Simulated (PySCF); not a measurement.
**Two-component Hartree-Fock for Cl(3+) (chlorine, charge +3)**

Start: [Ne] 3s2 3p2; 3p1/2 filled at m_j = -1/2, +1/2. Calculated with PySCF 2.14 in x2c-TZVPPall-2c (5s6p3d1f, 45 functions): generalised Hartree-Fock with the X2C-1e Hamiltonian and a Gaussian nucleus; one run each with spin-orbit coupling (SO) switched off, then screened by Boettger's factors.

```json
{"spinor shell": "1s1/2", "electrons": "2", "ε, spin-free (eV)": "-2910.6", "ε, screened SO (eV)": "-2910.5", "weight of nominal j (screened SO)": "1.000", "rms radius, screened SO (bohr)": "0.105"}
{"spinor shell": "2s1/2", "electrons": "2", "ε, spin-free (eV)": "-335.27", "ε, screened SO (eV)": "-335.25", "weight of nominal j (screened SO)": "1.000", "rms radius, screened SO (bohr)": "0.477"}
{"spinor shell": "2p1/2", "electrons": "2", "ε, spin-free (eV)": "-264.38", "ε, screened SO (eV)": "-266.21", "weight of nominal j (screened SO)": "0.852", "rms radius, screened SO (bohr)": "0.448"}
{"spinor shell": "3s1/2", "electrons": "2", "ε, spin-free (eV)": "-65.652", "ε, screened SO (eV)": "-65.645", "weight of nominal j (screened SO)": "0.999", "rms radius, screened SO (bohr)": "1.51"}
{"spinor shell": "3p1/2", "electrons": "2", "ε, spin-free (eV)": "-52.890", "ε, screened SO (eV)": "-52.917", "weight of nominal j (screened SO)": "0.527", "rms radius, screened SO (bohr)": "1.63"}
```

Question: Where does 2p3/2 lie, and what is the 2p spin-orbit splitting (screened SO)?

Answer: At -263.44 eV, 2.774 eV above 2p1/2.

| quantity | spin-free | screened SO |
| --- | --- | --- |
| E (hartree) | -458.19030 | -458.19366 |
| M_J | 0 | 0 |
| ⟨J²⟩ | 2.010 | 1.853 |
| ⟨L²⟩ | 2.007 | 2.008 |
| ⟨S²⟩ | 2.003 | 2.000 |

The determinant has a definite M_J but mixes levels of different J.

Each row is a mean over spinors that exchange with the open shell spreads, by up to 7.612 eV (3s1/2).

Rows whose weight is well below 1 are mixtures of j = l ± 1/2: exchange outweighs spin-orbit coupling there, and the label is only the starting occupation.

Without spin-orbit coupling the j labels of p, d and f shells carry no meaning; the spin-free column gives the mean over the occupied spinors of each nl shell.
